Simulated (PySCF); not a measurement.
PySCF input for C₄H₅NO, SMILES C1=CN=COC1, TDA-LC-ωPBE/def2-SVPD. Coordinates come from a B3LYP-D3(BJ)/def2-SVP optimisation. The geometry has at least one imaginary mode, so it is a saddle point at that level. Other conformers were not sampled.

```python
import numpy as np
from pyscf import gto, scf, dft, tdscf

mol = gto.M(
    atom='''
    C    -1.03781242    0.90030572   -0.00000000
    C    -1.33768191   -0.40591099    0.00000000
    N    -0.35930992   -1.41741785    0.00000000
    C     0.85159307   -1.02404415    0.00000000
    O     1.31589297    0.23670621   -0.00000000
    C     0.39547321    1.34947110   -0.00000000
    H    -1.81493770    1.66865692   -0.00000000
    H    -2.37334249   -0.75644484    0.00000000
    H     1.68500267   -1.73744485    0.00000000
    H     0.63093574    1.96728900   -0.88698423
    H     0.63093574    1.96728900    0.88698423
    ''',
    basis='def2-SVPD',
    charge=0,
    spin=0,
    symmetry=True,
    max_memory=1600,
    verbose=4,
)
mf = dft.RKS(mol, xc='lc_wpbe').density_fit(auxbasis='def2-universal-jkfit')
mf.grids.level = 3
mf.conv_tol = 1e-9
mf.max_cycle = 100
mf.kernel()
mf.grids = dft.Grids(mol).set(level=1).build(with_non0tab=True)  # coarser grid for the response kernel
td = tdscf.TDA(mf)
td.singlet = True
td.nstates = 10
td.conv_tol = 1e-4
td.positive_eig_threshold = 1e-6
td.kernel(x0=td.get_init_guess(mf, 15))
td.analyze()
tt = tdscf.TDA(mf)
tt.singlet = False
tt.nstates = 4
tt.conv_tol = 1e-4
tt.positive_eig_threshold = 1e-6
tt.kernel(x0=tt.get_init_guess(mf, 9))
tt.analyze(verbose=3)
```

Program output:

```
PySCF version 2.14.0

[INPUT] verbose = 4
[INPUT] num. atoms = 11
[INPUT] num. electrons = 44
[INPUT] charge = 0
[INPUT] spin (= nelec alpha-beta = 2S) = 0
[INPUT] symmetry True subgroup None
[INPUT] Mole.unit = angstrom
[INPUT] Symbol           X                Y                Z      unit          X                Y                Z       unit  Magmom
[INPUT]  1 C     -1.037812420000   0.900305720000   0.000000000000 AA   -1.961181242472   1.701331239179   0.000000000000 Bohr   0.0
[INPUT]  2 C     -1.337681910000  -0.405910990000   0.000000000000 AA   -2.527852451685  -0.767060602051   0.000000000000 Bohr   0.0
[INPUT]  3 N     -0.359309920000  -1.417417850000   0.000000000000 AA   -0.678997342639  -2.678531540570   0.000000000000 Bohr   0.0
[INPUT]  4 C      0.851593070000  -1.024044150000   0.000000000000 AA    1.609277671878  -1.935162982963   0.000000000000 Bohr   0.0
[INPUT]  5 O      1.315892970000   0.236706210000   0.000000000000 AA    2.486677322541   0.447309908884   0.000000000000 Bohr   0.0
[INPUT]  6 C      0.395473210000   1.349471100000   0.000000000000 AA    0.747336056503   2.550130792016   0.000000000000 Bohr   0.0
[INPUT]  7 H     -1.814937700000   1.668656920000   0.000000000000 AA   -3.429735186148   3.153304574660   0.000000000000 Bohr   0.0
[INPUT]  8 H     -2.373342490000  -0.756444840000   0.000000000000 AA   -4.484967305893  -1.429473575940   0.000000000000 Bohr   0.0
[INPUT]  9 H      1.685002670000  -1.737444850000   0.000000000000 AA    3.184193565461  -3.283294923036   0.000000000000 Bohr   0.0
[INPUT] 10 H      0.630935740000   1.967289000000  -0.886984230000 AA    1.192295750800   3.717637417869  -1.676157271508 Bohr   0.0
[INPUT] 11 H      0.630935740000   1.967289000000   0.886984230000 AA    1.192295750800   3.717637417869   1.676157271508 Bohr   0.0

nuclear repulsion = 225.06513974612
point group symmetry = Cs
symmetry origin: [-8.58966373e-10  1.71793277e-09  0.00000000e+00]
symmetry axis x: [1.00000000e+00 3.19787411e-08 4.32242147e-19]
symmetry axis y: [ 3.19787411e-08 -1.00000000e+00 -3.62085787e-19]
symmetry axis z: [-4.32242136e-19 -3.62085802e-19  1.00000000e+00]
num. orbitals of irrep A' = 112
num. orbitals of irrep A" = 51
number of shells = 69
number of NR pGTOs = 233
number of NR cGTOs = 163
basis = def2-SVPD
ecp = {}


[settings echo left out]
init E= -286.126204230001
HOMO (A") = -0.239786868289873  LUMO (A") = -0.0490229099211116  gap/eV = 5.19095
cycle= 1 E= -284.89881790333  delta_E= 1.23  |g|= 0.617  |ddm|= 5.74
HOMO (A") = -0.323452317903311  LUMO (A") = 0.0320805024340439  gap/eV = 9.67454
cycle= 2 E= -284.924135638378  delta_E= -0.0253  |g|= 0.584  |ddm|= 2.44
HOMO (A") = -0.338120169910346  LUMO (A") = 0.0439610544476334  gap/eV = 10.39696
cycle= 3 E= -284.98495371165  delta_E= -0.0608  |g|= 0.0535  |ddm|= 1.31
HOMO (A") = -0.334640038641641  LUMO (A") = 0.0491630590630846  gap/eV = 10.44381
cycle= 4 E= -284.985674360033  delta_E= -0.000721  |g|= 0.0248  |ddm|= 0.14
HOMO (A") = -0.335934668258762  LUMO (A") = 0.048405274895896  gap/eV = 10.45842
cycle= 5 E= -284.985837913916  delta_E= -0.000164  |g|= 0.00831  |ddm|= 0.0597
HOMO (A") = -0.336260784733584  LUMO (A") = 0.0484659581029103  gap/eV = 10.46895
cycle= 6 E= -284.985857231695  delta_E= -1.93e-05  |g|= 0.00245  |ddm|= 0.025
HOMO (A") = -0.336127589485655  LUMO (A") = 0.0485827813149002  gap/eV = 10.46850
cycle= 7 E= -284.985859042993  delta_E= -1.81e-06  |g|= 0.0014  |ddm|= 0.00999
HOMO (A") = -0.336183810488919  LUMO (A") = 0.0485813284215019  gap/eV = 10.46999
cycle= 8 E= -284.985859812849  delta_E= -7.7e-07  |g|= 0.000538  |ddm|= 0.0057
HOMO (A") = -0.336233379487955  LUMO (A") = 0.0485687214800579  gap/eV = 10.47100
cycle= 9 E= -284.985859955956  delta_E= -1.43e-07  |g|= 0.000197  |ddm|= 0.00158
HOMO (A") = -0.336238631803404  LUMO (A") = 0.0485745983925109  gap/eV = 10.47130
cycle= 10 E= -284.985859985391  delta_E= -2.94e-08  |g|= 6.24e-05  |ddm|= 0.000936
HOMO (A") = -0.336234979126637  LUMO (A") = 0.0485813042464172  gap/eV = 10.47138
cycle= 11 E= -284.985859988769  delta_E= -3.38e-09  |g|= 2.38e-05  |ddm|= 0.000313
HOMO (A") = -0.336238495535926  LUMO (A") = 0.0485777070543754  gap/eV = 10.47138
cycle= 12 E= -284.985859989157  delta_E= -3.88e-10  |g|= 7.77e-06  |ddm|= 0.000135
HOMO (A") = -0.336237480113759  LUMO (A") = 0.0485791552141799  gap/eV = 10.47139
Extra cycle  E= -284.985859989179  delta_E= -2.21e-11  |g|= 4.92e-06  |ddm|= 2.96e-05
converged SCF energy = -284.985859989179
tot grids = 43384
Overwritten attributes  positive_eig_threshold  of <class 'pyscf.tdscf.rks.TDA'>


******** <class 'pyscf.tdscf.rks.TDA'> for <class 'pyscf.df.df_jk.DFSymAdaptedRKS'> ********
nstates = 10 singlet
deg_eia_thresh = 1.000e-03
wfnsym = None
conv_tol = 0.0001
eigh lindep = 1e-12
eigh level_shift = 0
eigh max_cycle = 100


Excitation energies (eV)
[5.2207151  5.33270255 6.75453427 7.61827374 7.76132391 7.91101015
 8.07703128 8.32408936 8.42092512 8.50083475]

** Singlet excitation energies and oscillator strengths **
Excited State   1:   A'      5.22072 eV    237.49 nm  f=0.1169
      22 -> 23        0.68994
Excited State   2:   A"      5.33270 eV    232.50 nm  f=0.0031
      21 -> 23       -0.69517
Excited State   3:   A"      6.75453 eV    183.56 nm  f=0.0004
      22 -> 24       -0.64763
      22 -> 26       -0.16372
      22 -> 30       -0.14858
Excited State   4:   A"      7.61827 eV    162.75 nm  f=0.0056
      19 -> 23       -0.68923
Excited State   5:   A"      7.76132 eV    159.75 nm  f=0.0001
      22 -> 24       -0.12497
      22 -> 25       -0.51224
      22 -> 26        0.25092
      22 -> 28        0.28297
      22 -> 29       -0.15818
      22 -> 30        0.11482
Excited State   6:   A"      7.91101 eV    156.72 nm  f=0.0281
      20 -> 24        0.13464
      22 -> 24        0.14032
      22 -> 25       -0.32445
      22 -> 26       -0.55602
      22 -> 29        0.10704
Excited State   7:   A'      8.07703 eV    153.50 nm  f=0.0221
      20 -> 23       -0.42015
      22 -> 27        0.51551
      22 -> 31       -0.19652
Excited State   8:   A"      8.32409 eV    148.95 nm  f=0.0017
      22 -> 25       -0.29736
      22 -> 26        0.23450
      22 -> 28       -0.43864
      22 -> 29        0.28571
      22 -> 30       -0.16955
      22 -> 35       -0.10585
Excited State   9:   A'      8.42093 eV    147.23 nm  f=0.0004
      20 -> 23       -0.10164
      21 -> 24       -0.56022
      21 -> 25        0.25212
      21 -> 26       -0.22439
      21 -> 29       -0.10987
      22 -> 27       -0.12021
Excited State  10:   A"      8.50083 eV    145.85 nm  f=0.0030
      17 -> 23        0.18945
      21 -> 27       -0.44567
      21 -> 31        0.47299

** Transition electric dipole moments (AU) **
state          X           Y           Z        Dip. S.      Osc.
  1        -0.6392      0.7108     -0.0000      0.9138      0.1169
  2         0.0000      0.0000      0.1532      0.0235      0.0031
  3         0.0000     -0.0000      0.0472      0.0022      0.0004
  4        -0.0000     -0.0000     -0.1739      0.0302      0.0056
  5         0.0000      0.0000     -0.0164      0.0003      0.0001
  6         0.0000     -0.0000      0.3806      0.1449      0.0281
  7        -0.3070     -0.1319      0.0000      0.1116      0.0221
  8        -0.0000      0.0000     -0.0910      0.0083      0.0017
  9         0.0378     -0.0183      0.0000      0.0018      0.0004
 10         0.0000     -0.0000      0.1210      0.0146      0.0030

** Transition velocity dipole moments (imaginary part, AU) **
state          X           Y           Z        Dip. S.      Osc.
  1         0.0350      0.0043     -0.0000      0.0012      0.0043
  2         0.0000      0.0000     -0.0163      0.0003      0.0009
  3         0.0000     -0.0000      0.0243      0.0006      0.0016
  4        -0.0000     -0.0000     -0.0187      0.0003      0.0008
  5         0.0000     -0.0000     -0.0402      0.0016      0.0038
  6         0.0000     -0.0000      0.1423      0.0203      0.0464
  7        -0.0505     -0.0302      0.0000      0.0035      0.0078
  8        -0.0000      0.0000      0.0171      0.0003      0.0006
  9        -0.0220     -0.0539      0.0000      0.0034      0.0073
 10         0.0000     -0.0000     -0.0180      0.0003      0.0007

** Transition magnetic dipole moments (imaginary part, AU) **
state          X           Y           Z
  1         0.0000      0.0000      1.8441
  2         0.2242     -0.0402      0.0000
  3        -0.0408     -0.4832      0.0000
  4        -0.2781      0.0733      0.0000
  5         0.0510     -0.4346      0.0000
  6        -0.1075     -0.2422     -0.0000
  7        -0.0000     -0.0000     -0.1337
  8         0.6754      0.3663     -0.0000
  9         0.0000     -0.0000      0.2663
 10         1.2673     -0.4246      0.0000


******** <class 'pyscf.tdscf.rks.TDA'> for <class 'pyscf.df.df_jk.DFSymAdaptedRKS'> ********
nstates = 4 triplet
deg_eia_thresh = 1.000e-03
wfnsym = None
conv_tol = 0.0001
eigh lindep = 1e-12
eigh level_shift = 0
eigh max_cycle = 100


Excitation energies (eV)
[3.02721136 4.85837674 5.26428091 6.6097019 ]

** Triplet excitation energies and oscillator strengths **
Excited State   1:   A'      3.02721 eV    409.57 nm  f=0.0000
Excited State   2:   A"      4.85838 eV    255.20 nm  f=0.0000
Excited State   3:   A'      5.26428 eV    235.52 nm  f=0.0000
Excited State   4:   A"      6.60970 eV    187.58 nm  f=0.0000
```

The calculation finished and met its thresholds.

Cost: around 3 core-minutes (rough).
